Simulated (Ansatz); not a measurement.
Relaxation of BClF$_{3}$H$_{3}$O (9 atoms, charge 0, multiplicity 1), to a largest force component of 0.03 eV/Å in at most 50 steps.

Method: RKS B3LYP/def2-SVP (Ansatz).

```xyz
9
Properties=species:S:1:pos:R:3
B -1.291 0.235 -0.577
Cl 0.677 -2.201 -0.155
F -0.841 0.557 -1.769
F -2.348 -0.541 -0.445
H 1.572 1.150 0.509
O -0.664 0.826 0.558
H 1.534 -1.227 0.047
F 2.382 0.733 0.448
H -1.021 0.468 1.383
```

Problem. Where does it end, and by what steps?

Solution. The run converged. After 8 steps the energy has fallen by 0.275 eV; H5 moved furthest, 0.51 Å.

| step | energy less start (eV) | largest force component (eV/Å) | accepted |
| --- | --- | --- | --- |
| 0 | 0.0000 | 1.783 | yes |
| 1 | -0.1804 | 0.774 | yes |
| 2 | -0.2450 | 0.388 | yes |
| 3 | -0.2347 | 0.934 | no |
| 4 | -0.2704 | 0.326 | yes |
| 5 | -0.2726 | 0.260 | yes |
| 6 | -0.2742 | 0.075 | yes |
| 7 | -0.2744 | 0.082 | yes |
| 8 | -0.2748 | 0.025 | yes |

```xyz
9
Properties=species:S:1:pos:R:3
B -1.174 0.278 -0.533
Cl 0.845 -2.161 -0.136
F -0.699 0.532 -1.731
F -2.295 -0.403 -0.388
H 1.144 0.868 0.472
O -0.533 0.812 0.551
H 1.593 -1.096 0.021
F 2.049 0.613 0.349
H -0.930 0.557 1.396
```

The run took 24 s on 2 threads of Intel(R) Xeon(R) Platinum 8488C (Sapphire Rapids), on a shared host, peak memory 0.24 GiB.
